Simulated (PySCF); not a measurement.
**Assigning NMR signals**

Numbering as in the mapped SMILES `[CH3:1][P:2]1[CH2:3][CH2:4][P:5]([NH2:6])[CH2:7][CH2:8]1`; H(Xn) means a hydrogen on atom n.

[PySCF: PBE0/pcSseg-1 with gauge-including orbitals; geometry from GFN2-xTB; non-relativistic Hamiltonian; averaged over atoms made equivalent by symmetry, fast rotation or ring inversion; isolated molecule; one conformer]

Chemical shifts δ = σref − σ; 13C (186.93 ppm) and 1H (31.72 ppm) against TMS, all at this level.

**Question.** Assign these signals to the numbered atoms. 13C{1H} NMR (computed): δ 32.4 (CH2), 27.1 (CH2), 19.0 (CH3).

**Answer.** 
| δ (ppm) | atoms | environment | reason |
| --- | --- | --- | --- |
| 32.4 | C4/C7 | sp3 CH2 bonded to P | – |
| 27.1 | C3/C8 | sp3 CH2 bonded to P | – |
| 19.0 | C1 | methyl carbon bonded to P | – |

**Question.** Assign these signals to the numbered atoms. 1H NMR (600 MHz, computed): δ 2.00 (m, 4H), 1.76 (m, 4H), 0.74 (m, 3H), -0.07 (br s, 2H).

**Answer.** 
```tsv
δ (ppm)	atoms	environment	reason
2.00	H(C4)/H(C7)	hydrogen on an sp3 CH2 bonded to P	–
1.76	H(C3)/H(C8)	hydrogen on an sp3 CH2 bonded to P	–
0.74	H(C1)	hydrogen on a methyl carbon bonded to P	–
-0.07	H(N6)	hydrogen on a nitrogen bonded to P	exchangeable, gas-phase position
```

The OH or NH signal is concentration- and solvent-dependent in practice; the value given is the gas-phase one. Splittings by 31P in the carbon and heteronuclear signals aren't shown, as no couplings were computed. Shifts are as computed. Against solution values, carbons near 30 ppm lie about +3 ppm off and those near 130 ppm about +5 ppm. Of 1211 compounds with measured shifts, 218 miss one by over three times the rms of a fit or turn the order of signals round; such compounds aren't used in these exercises. No couplings were computed; multiplicities are counted from neighbouring protons, with m where these are inequivalent, close in shift, in a saturated or five-membered ring or joined by F or P, and br s for small geminal =CH2 splittings.
